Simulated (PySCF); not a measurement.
Here is a job for PySCF.
```python
from pyscf import gto, scf, dft

mol = gto.M(
    atom='''
B    -0.731306    0.036652   -0.007048
N     0.600864   -0.030115    0.005791
H    -1.510171   -0.846000   -0.168638
H    -1.420984    0.992907    0.140388
H     1.233218    0.751516   -0.169297
H     1.148421   -0.870881    0.192251
''',
    basis='6-31g*',
    charge=1,
    spin=1,
    verbose=3,
)

mf = dft.UKS(mol)
mf.xc = 'pbe0'
mf.kernel()
```

Q: What does this run give for the nuclear repulsion energy, number of basis functions, Mulliken (on the basis functions themselves) charges in atom order, total energy, <S^2>, HOMO energy?

A: 
| Quantity | Value |
|---|---|
| nuclear repulsion energy | 32.7147 Eh |
| number of basis functions | 36 |
| Mulliken (on the basis functions themselves) charges in atom order | B1 0.18, N2 -0.56, H3 0.22, H4 0.22, H5 0.47, H6 0.47 |
| total energy | -81.5250 Eh |
| <S^2> | 0.762 |
| HOMO energy | -16.62 eV |

These values belong to the state on which the SCF converged, which isn't shown to be the lowest.
